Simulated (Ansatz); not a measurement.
A small benchmark: atomisation enthalpy at 298 K

10 molecules without hydrogen; the atomisation enthalpy at 298 K in kJ/mol, computed less measured. Shapes, held fixed at every level: PBE0-D4/def2-TZVP. Thermal terms are harmonic and unscaled (PBE0-D4/def2-TZVP); the spin-orbit lowering of the free atoms is taken from their spectra. Programs: Ansatz 0.2.0. Measured values: Active Thermochemical Tables, CRC Handbook of Chemistry and Physics, NIST-JANAF tables.

Levels: A = r2SCAN-D4/def2-TZVPP; B = wB97X-V/def2-TZVPP; C = CCSD/def2-TZVPP.

| molecule | from tabulated heats | A | B | C |
| --- | --- | --- | --- | --- |
| SiO2 (silicon dioxide molecule) | 1254 | -25 | -45 | -141 |
| AsF3 (arsenic trifluoride) | 1326 | +25 | +40 | -83 |
| B(BO)O | 2095 | +26 | -12 | -133 |
| BBrCl2 (bromodichloroborane) | 1262 | +39 | +3 | -80 |
| BCl3 (boron trichloride) | 1337 | +38 | +7 | -84 |
| C2N2 (bisisocyanide) | 1766 | -7 | +14 | -170 |
| GeF4 (tetrafluorogermane) | 1880 | +20 | +19 | -64 |
| B(BCl2)Cl2 | 2115 | +53 | +4 | -142 |
| C2ClF3 (chlorotrifluoroethylene) | 2299 | +39 | +12 | -160 |
| PF5 (pentafluorophosphorane) | 2308 | -10 | -10 | -161 |

Problem. Sum up the errors.

Solution. 
```json
{"level": "r2SCAN-D4/def2-TZVPP", "kind": "meta-GGA", "mean error": "+19.8", "mean absolute error": "28.2", "worst case": "B(BCl2)Cl2"}
{"level": "wB97X-V/def2-TZVPP", "kind": "range-separated hybrid", "mean error": "+3.2", "mean absolute error": "16.6", "worst case": "SiO2"}
{"level": "CCSD/def2-TZVPP", "kind": "coupled cluster or CI", "mean error": "-121.8", "mean absolute error": "121.8", "worst case": "C2N2"}
```

On this set wB97X-V/def2-TZVPP has the smallest mean absolute error and CCSD/def2-TZVPP the largest. r2SCAN-D4/def2-TZVPP is too high in 7 of 10; wB97X-V/def2-TZVPP is too high in 7 of 10; CCSD/def2-TZVPP is too low in 10 of 10. The heats of GeF4, C2ClF3, PF5 come from older tables and can be uncertain by 10 kJ/mol or more. The tabulated values of SiO2, AsF3, B(BO)O, BBrCl2, BCl3, B(BCl2)Cl2 are in doubt (older tables, estimates, or at odds with other calculations) and kept here. Over the 4 molecules whose values aren't doubted the mean absolute errors are A 19.0; B 13.8; C 138.8. Correlated wave functions converge slowly with the basis. CCSD also lacks the triples, which bind further. T1 is large for SiO2 (0.024), B(BO)O (0.022), so single-reference values are less sure there. Relativity is left out for As, Br, Ge. Outer-core shells of As, Br, Ge are correlated, in sets that cover them unevenly. The set is small.
